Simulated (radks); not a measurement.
Values are calculated unless marked as measured or tabulated.
Coulomb parameter of the 3d shell of the chromium ion Cr3+ in the model configuration [Ar] 3d2 4p1, as a second difference U = [E(n + 1) + E(n - 1) - 2 E(n)] / (1)^2 with all orbitals relaxed. "Bare": the charge of the atom changes with n. "Screened": the 4p shell takes up the change at fixed total charge, which measures U(3d,3d) + U(4p,4p) - 2 U(3d,4p). Code: a radial shooting solver on a logarithmic mesh with Libxc functionals. Model: scalar-relativistic Kohn-Sham, PBE, spin-unpolarised, spherical densities, finite nucleus; Fermi nuclear charge, rms radius 3.6452 fm.

| case | configuration | E - E(n) (eV) |
|---|---|---|
| start | [Ar] 3d2 4p1 | 0.000 |
| bare +1 | [Ar] 3d3 4p1 | -38.120 |
| bare -1 | [Ar] 3d1 4p1 | 56.780 |
| screened +1 | [Ar] 3d3 | -18.899 |
| screened -1 | [Ar] 3d1 4p2 | 24.439 |

U(bare) = 18.659 eV, U(screened by 4p) = 5.540 eV, against the Slater integral F0(3d,3d) = 24.009 eV with frozen orbitals.
